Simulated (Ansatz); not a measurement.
C₂H₂Cl, doublet, at a GFN2-xTB geometry; WB97M-V/def2-SVP (Ansatz, a quantum-chemistry and plane-wave program).

Input for Ansatz:
Ansatz 0.2 input:
```yaml
crystal:
  periodic: [false, false, false]
  atoms:
    - {symbol: C, position_ang: [-0.15812136, 0.84949158, 0.00022359]}
    - {symbol: C, position_ang: [0.97259348, 1.42818972, 0.01535444]}
    - {symbol: Cl, position_ang: [-0.33990486, -0.95740851, -0.00651845]}
    - {symbol: H, position_ang: [-1.13412407, 1.30084788, -0.01044600]}
    - {symbol: H, position_ang: [2.02567392, 1.30900905, 0.02779152]}
basis:
  gaussian:
    orbitals: def2-SVP
hamiltonian:
  xc: {name: wB97M-V}
magnetization: {spin_polarized: true, initial_magnetization: 1}
```

Task: Write the output that Ansatz gives for this input, abridged.

Result: 
```
Functional definition: wB97M-V
555 factors; integrals over basis functions are off by at most 1.3e-3 eV
132 factors; integrals over basis functions are off by at most 1.5e-5 eV
mean field evaluation 1: about -14617.5782 eV, gradient 1.4e1 eV
mean field evaluation 2: about -14618.3184 eV, gradient 8.5e0 eV
mean field evaluation 4: about -14618.7254 eV, gradient 8.3e-1 eV
mean field evaluation 8: about -14618.8289 eV, gradient 9.4e-2 eV
mean field evaluation 16: about -14618.8294 eV, gradient 4.2e-4 eV
mean field -14618.82942537 eV, -537.2320723839 hartree, gradient 2.9e-5 eV, S^2 0.763260; 0 other end points of the search recorded, 0 dependent functions left out
reference -14618.82945103 eV, -537.2320733268 hartree; 16, 15 occupied and 40, 41 virtual orbitals, 555 factors
Total energy: -14618.82945103 eV, -537.2320733268 hartree
```
